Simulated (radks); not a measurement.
Values are calculated unless marked as measured or tabulated.
Initial-state core-level shifts of the tin ion Sn+ when its valence configuration changes from [Kr] 4d10 5s2 5p1. Code: a radial shooting solver on a logarithmic mesh with Libxc functionals. Model: Dirac Kohn-Sham, PBE, spin-unpolarised, spherical densities, point nucleus; open shells fill j = l - 1/2 first. Shifts are changes of the shell-averaged eigenvalues in eV (positive: less bound).

| valence | 1s | 3d | 4s | 4p |
|---|---|---|---|---|
| 4d10 5s1 5p2 | -1.388 | -1.378 | -1.384 | -1.377 |
| 4d9 5s1 5p3 | -9.402 | -9.615 | -8.587 | -8.297 |
| 4d10 5p3 | -2.975 | -2.935 | -2.949 | -2.935 |
| 4d10 5s1.5 5p1.5 | -0.703 | -0.697 | -0.700 | -0.697 |
| 4d9 5s2 5p2 | -7.853 | -8.090 | -7.071 | -6.792 |
| 4d8 5s1.5 5p3.5 | -16.915 | -17.357 | -15.071 | -14.480 |
| 4d8 5p5 | -19.054 | -19.469 | -17.149 | -16.537 |
| 4d8 5s2 5p3 | -16.178 | -16.630 | -14.356 | -13.771 |
